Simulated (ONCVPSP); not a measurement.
**Building the ONCV potential for As (Z = 33) (PBE, scalar-relativistic).**

| Quantity | Value |
| --- | --- |
| Element | arsenic (As) |
| Generator | ONCVPSP 4.0.1 |
| Type | optimised norm-conserving Vanderbilt (ONCV) |
| Functional | PBE |
| Relativity | scalar-relativistic |
| Frozen core | [Ne] |
| Valence charge | 23 |
| Reference configuration | 3s2 3p6 3d10 4s2 4p3 |
| Partial waves | 3s+4s: rc 1.10 bohr, ncon 5, nbas 9, qcut 14.3 1/bohr, 2 projectors; 3p+4p: rc 0.85 bohr, ncon 4, nbas 8, qcut 17.9 1/bohr, 3 projectors, debl 1.7 Ha; 3d: rc 0.75 bohr, ncon 4, nbas 9, qcut 16.5 1/bohr, 2 projectors, debl 3.6 Ha |
| Local potential | polynomial inside 0.50 bohr (lpopt 5, dvloc0 2 Ha) |
| Core correction | none |

* Cutoffs needed: 141 Ha and 511 Ha (the cutoffs (Ha) at which the residual kinetic energy of the hardest occupied pseudo-wave falls to 1 and 0.1 mHa per electron)
* Ghost test: no bound ghost flagged; GHOST(+) flagged for s at 523.8 eV
* Largest excitation error: -152 meV (all-electron minus pseudo) for 3s1 3p6 3d10 4s2 4p3, out of 4 test configurations
